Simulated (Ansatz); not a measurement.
```yaml
atoms:
  - { symbol: Si, position_ang: [0.0000, 0.0000, -0.8680] }
  - { symbol: S, position_ang: [0.0000, 0.0000, 0.8680] }
```

Basis set: 6-31G (spherical functions). Correlated methods keep 10 orbitals frozen. Charge 0, multiplicity 1.

Computed with Ansatz (development build ahead of 0.2.0); the reference of a correlated method needn't be the lowest determinant of its kind. Restricted open shells among the atoms or ions are ROHF, correlated in semicanonical orbitals with singles.

(1) Give the atomization energy at this shape (free ground-state atoms in the same class of orbitals less the molecule, no zero-point energy) of singlet SiS by UHF-BCCD(T), RHF-CCSD(T).

Results:

(1)

```tsv
method	atomization energy
UHF-BCCD(T)	2.44 eV
RHF-CCSD(T)	2.44 eV
```

Caution: the reference determinant was not shown to be the lowest; the shape is not the minimum.

This basis has no polarisation functions and is too small for such energies, which can lie far from measured ones in either direction.
